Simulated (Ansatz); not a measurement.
`C[Se][Ti]([F])([F])[Se]C` + `[OH][InH][Cl]` → `C[Se][InH][Cl]` + `C[Se][Ti]([OH])([F])[F]`  (redistribution)

Program: Ansatz. Geometries: PBE0-D4/def2-TZVP. ΔE: electronic, gas phase. CBS: MP2 limit from def2 TZ/QZ plus the TZ coupled-cluster correction, frozen cores. Functionals use def2-TZVPP. B3LYP here is the variant with VWN-RPA as its local correlation; programs differ in this. Elements past krypton have def2 core potentials. For In, Se, Ti outer-core shells are correlated without core-valence functions, which leaves a few kJ/mol of doubt a bond. Scalar relativity is left out up to krypton. Each species was taken in one conformer, which may not be the lowest.

Is it downhill or uphill in electronic energy at CCSD(T)/CBS, and by how much? (An estimate is asked.)

Computed: Downhill: ΔE = -0.98 eV.

What do these levels give: B3LYP-D4, PBE, HF/def2-TZVPP, MP2/def2-QZVPP, SCS-MP2/def2-QZVPP, HF/CBS(def2)? (Best estimate.)

Ansatz gave: B3LYP-D4 -1.06, PBE -1.03, HF/def2-TZVPP -1.38, MP2/def2-QZVPP -0.88, SCS-MP2/def2-QZVPP -0.94, HF/CBS(def2) -1.37 eV.

Largest T1 diagnostic among the species: 0.022, so the coupled-cluster value is less sure than usual.

From PBE to PBE0 (25 % exact exchange), in def2-TZVPP and without D4, ΔE moves by −0.09 eV. In def2-TZVPP, CCSD(T) changes the Hartree–Fock value by +0.39 eV (the triples alone add +0.13 eV) and MP2 by +0.49 eV.
